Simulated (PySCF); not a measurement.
C₂H₇BeN (SMILES C[CH2][Be][NH2]), singlet, at a GFN2-xTB geometry (such geometries of metal compounds can be far from the true shape), atoms displaced at random by about 0.03 Å a coordinate; B3LYP/6-31G, gradient in PySCF.

The PySCF input:
```python
from pyscf import gto, scf, dft

mol = gto.M(
    atom='''
Be   -0.144495    0.234232    0.754125
C     0.744948   -0.782205   -0.247931
C     0.295866   -0.774679   -1.660638
H     0.627170   -1.839036    0.123773
H     1.869708   -0.659871   -0.234799
H     0.471874    0.221052   -2.068628
H    -0.741364   -0.964347   -1.747908
H     0.861316   -1.429304   -2.275361
N    -0.910819    1.353147    1.544426
H    -0.911965    1.489310    2.545148
H    -1.588729    1.975693    1.166056
''',
    basis='6-31g',
    charge=0,
    spin=0,
    verbose=4,
)

mf = dft.RKS(mol)
mf.xc = 'b3lyp'
mf.kernel()
g = mf.nuc_grad_method()
g.grid_response = True
grad = g.kernel()
```

Output, abridged:

```
PySCF version 2.14.0

[INPUT] verbose = 4
[INPUT] num. atoms = 11
[INPUT] num. electrons = 30
[INPUT] charge = 0
[INPUT] spin (= nelec alpha-beta = 2S) = 0
[INPUT] symmetry False subgroup None
[INPUT] Mole.unit = angstrom
[INPUT] Symbol           X                Y                Z      unit          X                Y                Z       unit  Magmom
[INPUT]  1 Be    -0.144495000000   0.234232000000   0.754125000000 AA   -0.273055976369   0.442634329609   1.425089713688 Bohr   0.0
[INPUT]  2 C      0.744948000000  -0.782205000000  -0.247931000000 AA    1.407747697042  -1.478153223265  -0.468521687790 Bohr   0.0
[INPUT]  3 C      0.295866000000  -0.774679000000  -1.660638000000 AA    0.559105709571  -1.463931144452  -3.138151012045 Bohr   0.0
[INPUT]  4 H      0.627170000000  -1.839036000000   0.123773000000 AA    1.185179533543  -3.475274373216   0.233897071616 Bohr   0.0
[INPUT]  5 H      1.869708000000  -0.659871000000  -0.234799000000 AA    3.533236052908  -1.246975467543  -0.443705804322 Bohr   0.0
[INPUT]  6 H      0.471874000000   0.221052000000  -2.068628000000 AA    0.891712625303   0.417727739287  -3.909140373607 Bohr   0.0
[INPUT]  7 H     -0.741364000000  -0.964347000000  -1.747908000000 AA   -1.400974918612  -1.822351719046  -3.303067410936 Bohr   0.0
[INPUT]  8 H      0.861316000000  -1.429304000000  -2.275361000000 AA    1.627651346706  -2.700993108745  -4.299809124516 Bohr   0.0
[INPUT]  9 N     -0.910819000000   1.353147000000   1.544426000000 AA   -1.721198459050   2.557077236277   2.918542159658 Bohr   0.0
[INPUT] 10 H     -0.911965000000   1.489310000000   2.545148000000 AA   -1.723364085189   2.814388014576   4.809632666485 Bohr   0.0
[INPUT] 11 H     -1.588729000000   1.975693000000   1.166056000000 AA   -3.002262696154   3.733518676220   2.203526485906 Bohr   0.0

nuclear repulsion = 93.4925098755382
number of shells = 34
number of NR pGTOs = 116
number of NR cGTOs = 50
basis = 6-31g
ecp = {}

******** <class 'pyscf.dft.rks.RKS'> ********
method = RKS
initial guess = minao
damping factor = 0
level_shift factor = 0
DIIS = <class 'pyscf.scf.diis.CDIIS'>
diis_start_cycle = 1
diis_space = 8
diis_damp = 0
SCF conv_tol = 1e-09
SCF conv_tol_grad = None
SCF max_cycles = 50
direct_scf = True
direct_scf_tol = 1e-13
XC library pyscf.dft.libxc version 7.1.2
    S. Lehtola, C. Steigemann, M. J. T. Oliveira, and M. A. L. Marques,  SoftwareX 7, 1–5 (2018)
XC functionals = b3lyp
    P. J. Stephens, F. J. Devlin, C. F. Chabalowski, and M. J. Frisch,  J. Phys. Chem. 98, 11623 (1994)
radial grids:
    Treutler-Ahlrichs [JCP 102, 346 (1995); DOI:10.1063/1.469408] (M4) radial grids

becke partition: Becke, JCP 88, 2547 (1988); DOI:10.1063/1.454033
pruning grids: <function nwchem_prune>
grids dens level: 3
symmetrized grids: False
atomic radii adjust function: <function treutler_atomic_radii_adjust>
small_rho_cutoff = 0
Set gradient conv threshold to 3.16228e-05
Initial guess from minao.
tot grids = 124520
init E= -150.041071365147
  HOMO = -0.323198188821238  LUMO = -0.0407948513026133  gap/eV = 7.68459
cycle= 1 E= -149.824067095888  delta_E= 0.217  |g|= 0.647  |ddm|= 2.85
  HOMO = -0.118913667987354  LUMO = 0.0556742851012528  gap/eV = 4.75078
cycle= 2 E= -149.713645085038  delta_E= 0.11  |g|= 0.924  |ddm|= 1.32
  HOMO = -0.244919394700488  LUMO = 0.0288480609367026  gap/eV = 7.44959
cycle= 3 E= -149.925238288931  delta_E= -0.212  |g|= 0.0887  |ddm|= 0.77
  HOMO = -0.232575312742515  LUMO = 0.0240652888154675  gap/eV = 6.98355
cycle= 4 E= -149.927150434182  delta_E= -0.00191  |g|= 0.0277  |ddm|= 0.0963
  HOMO = -0.2339129885176  LUMO = 0.0236287965017872  gap/eV = 7.00807
cycle= 5 E= -149.927347087583  delta_E= -0.000197  |g|= 0.00298  |ddm|= 0.0269
  HOMO = -0.233804910469737  LUMO = 0.0243452289381541  gap/eV = 7.02462
cycle= 6 E= -149.927350317327  delta_E= -3.23e-06  |g|= 0.000957  |ddm|= 0.00517
  HOMO = -0.233898646248316  LUMO = 0.0243341210181096  gap/eV = 7.02687
cycle= 7 E= -149.927350544165  delta_E= -2.27e-07  |g|= 0.000236  |ddm|= 0.000958
  HOMO = -0.233957629918444  LUMO = 0.0242973906042805  gap/eV = 7.02748
cycle= 8 E= -149.927350559522  delta_E= -1.54e-08  |g|= 2.87e-05  |ddm|= 0.000311
  HOMO = -0.233958102627887  LUMO = 0.0242986826144889  gap/eV = 7.02753
cycle= 9 E= -149.927350559825  delta_E= -3.04e-10  |g|= 2.59e-06  |ddm|= 5.58e-05
  HOMO = -0.233957426157861  LUMO = 0.024299177798778  gap/eV = 7.02752
Extra cycle  E= -149.927350559828  delta_E= -2.27e-12  |g|= 1.48e-06  |ddm|= 7.75e-06
converged SCF energy = -149.927350559828

******** <class 'pyscf.grad.rks.Gradients'> for <class 'pyscf.dft.rks.RKS'> ********
unit = Eh/Bohr
grid_response = True
--------------- RKS gradients ---------------
         x                y                z
0 Be     0.0078647857    -0.0297165736    -0.0158885180
1 C    -0.0263751375     0.0290432147    -0.0375478634
2 C    -0.0058918119    -0.0313710135     0.0162716949
3 H    -0.0004885528    -0.0096835468    -0.0013096828
4 H     0.0171288322    -0.0054795525    -0.0057238401
5 H     0.0024355459    -0.0060983894     0.0076893199
6 H     0.0260650392     0.0090326010     0.0071280405
7 H    -0.0083834412     0.0203279338     0.0158045100
8 N    -0.0173884709     0.0299951545     0.0049820993
9 H    -0.0056995123     0.0039375773    -0.0053922493
10 H     0.0107327237    -0.0099874057     0.0139864892
----------------------------------------------
```
